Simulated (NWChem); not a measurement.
## Basis-set convergence for iodine (I2)

SMILES: II
```xyz
2

I      0.0000     0.0000     1.3412
I      0.0000     0.0000    -1.3412
```
Charge 0, spin multiplicity 1.

Everything below was run with NWChem. Structure: optimised with PBE0/def2-SVP with def2 effective core potentials on I, a minimum by its harmonic frequencies.

Quantity: vertical ionisation energy at the level ΔB3LYP (Δ: difference of total energies, the cation a doublet at the parent's geometry with its hole in an orbital of symmetry b3g (D2h labels); it is the state that the SCF runs reached, from PBE0 orbitals for Hartree-Fock references, and need not be the lowest).

Effective core potentials replace the inner electrons of I; spin-orbit coupling is left out. B3LYP has NWChem's definition, with VWN1-RPA local correlation. No SCF solution was tested for a lower state.

The cost column gives rough processor time relative to def2-SVP; each entry includes its own SCF.

Q: In def2-QZVP the value is 9.46 eV. Among def2-SVP, def2-SVPD, def2-TZVP, def2-TZVPP, def2-TZVPD, which is the smallest basis within 0.1 eV of it?

A: def2-SVP, with 52 functions against 164 and about 8 % of the time (also within reach: def2-SVPD, def2-TZVP, def2-TZVPP, def2-TZVPD). def2-QZVP isn't the basis-set limit itself, and a small set can land close by cancellation.

```csv
basis,functions,vertical ionisation energy (eV),relative cost
def2-SVP,52,9.50,1
def2-SVPD,70,9.53,under 3
def2-TZVP,100,9.46,under 3
def2-TZVPP,100,9.46,3
def2-TZVPD,118,9.47,4
def2-QZVP,164,9.46,10
```
